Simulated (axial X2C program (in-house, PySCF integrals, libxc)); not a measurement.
**Bond lengths and stretching modes, held linear, of CoCN⁺**

Calculated with an in-house all-electron X2C program for linear molecules (integrals from PySCF): two-component X2C with atomic mean-field Coulomb and Gaunt terms, Gaussian nuclei, basis Co dyall-v3z, C dyall-v3z, N dyall-av3z with contracted cores. Spin-free rows use the one-electron spin-free X2C Hamiltonian.

Masses Co 58.933, C 12.000, N 14.003 u. States: 2c Ω = 9/2 (beyond evenly filled blocks: ω = 1/2, ω = 3/2, ω = 5/2); spin-free M_S = 3/2, Λ = 3 (beyond evenly filled blocks: σα, π+α, π+β, π-α, δ+α, δ+β, δ-α).

HF, spin-free: energies above the lowest point

```csv
r(Co–C) (Å),r(C–N) (Å),E (meV)
1.7930,1.1349,210.44
1.7930,1.1640,259.43
1.7930,1.1931,371.76
1.8390,1.1349,77.16
1.8390,1.1640,130.55
1.8390,1.1931,247.94
1.8390,1.2222,403.40
1.8850,1.1349,0.00
1.8850,1.1640,57.00
1.8850,1.1931,178.90
1.9309,1.1640,30.16
1.9309,1.2222,318.75
```

**Question.** Fit a quadratic surface with cubic terms in each bond: where is the minimum, and what are the two stretching wavenumbers?

**Answer.** At HF, spin-free: bonds 1.948 and 1.128 Å; harmonic stretches 482.0 and 2194.7 cm⁻¹; force constants 2.51, 18.1 and coupling 0.50 mdyn/Å.

The other levels and Hamiltonians give:

```csv
Hamiltonian,level,r(Co–C) (Å),r(C–N) (Å),lower stretch (cm⁻¹),upper stretch (cm⁻¹)
2c,PBE0,1.839,1.163,523.9,2181.8
2c,HF,1.948,1.128,481.5,2196.7
2c,r2SCAN,1.815,1.178,513.6,2095.3
spin-free,PBE0,1.838,1.163,524.1,2179.4
spin-free,r2SCAN,1.815,1.178,513.6,2093.6
```

Each state is one determinant, the lowest of a limited PBE0 search; the stretches come from a fit to these few points and carry an uncertainty of a few per cent. Other orders of the atoms were not compared. Left out for rough or failed fits: MP2 2c, MP2 spin-free. The molecule was held linear; bending was not examined, so a bent shape may lie lower. Note: functional without a current term on a determinant with orbital currents, of the molecule or an atom. Note: several unpaired electrons, one determinant need not be a pure state.
